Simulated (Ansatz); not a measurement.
Ansatz (a quantum-chemistry and plane-wave program) input (FCI/STO-3G):

Ansatz 0.2 input:
```yaml
crystal:
  periodic: [false, false, false]
  atoms:
    - {symbol: Zn, position_ang: [0.29259555, -0.11009068, -0.18130292]}
    - {symbol: F, position_ang: [-0.68410736, 1.40534720, -0.75680500]}
    - {symbol: F, position_ang: [-0.29121115, -1.03837828, 1.36114807]}
basis:
  gaussian:
    orbitals: STO-3G
total_charge: -1
magnetization: {spin_polarized: true, initial_magnetization: 1}
correlation: {method: fci, electrons: outside_noble_gas}
```

Output:

```
Functional definition: HF
integrals: 0.01 GiB planned
401 factors; integrals over basis functions are off by at most 6.9e-8 eV
mean field: 0.09 GiB planned
mean field evaluation 1: about -53000.2750 eV, gradient 1.2e2 eV
mean field evaluation 2: about -53000.7361 eV, gradient 1.2e2 eV
mean field evaluation 4: about -53144.6332 eV, gradient 2.1e1 eV
mean field evaluation 8: about -53150.1476 eV, gradient 6.6e-1 eV
mean field evaluation 16: about -53150.3432 eV, gradient 1.5e-1 eV
mean field evaluation 32: about -53154.1093 eV, gradient 9.1e-2 eV
mean field evaluation 64: about -53153.5577 eV, gradient 6.4e0 eV
mean field evaluation 96: about -53154.1083 eV, gradient 2.5e-2 eV
mean field evaluation 128: about -53141.8953 eV, gradient 5.9e0 eV
mean field evaluation 160: about -53149.9106 eV, gradient 2.7e-1 eV
mean field evaluation 192: about -53150.5805 eV, gradient 2.2e0 eV
mean field -53154.10995560 eV, -1953.3775117185 hartree, gradient 2.8e-6 eV, S^2 1.756133; 12 other end points of the search recorded, 0 dependent functions left out
determinant -53154.10995560 eV, -1953.3775117185 hartree, with singles and doubles -53156.03453621 eV, -1953.4482387513 hartree
determinant -53154.09695429 eV, -1953.3770339292 hartree, with singles and doubles -53156.02360957 eV, -1953.4478372048 hartree
determinant -53154.10995560 eV, -1953.3775117185 hartree, with singles and doubles -53156.10450663 eV, -1953.4508101168 hartree
determinant -53154.09695429 eV, -1953.3770339292 hartree, with singles and doubles -53156.09097756 eV, -1953.4503129328 hartree
11 core orbitals not correlated
reference -53148.69315546 eV, -1953.1784479849 hartree; 14, 13 occupied and 3, 4 virtual orbitals, 401 factors
configuration interaction: 0.26 GiB planned
state -53156.10238543 eV, -1953.4507321641 hartree
Total energy: -53156.10238543 eV, -1953.4507321641 hartree
```

The spin state was set by rule; other spins were not relaxed.

The determinant is spin-contaminated: <S^2> is 1.76 against 0.75 for a pure state.
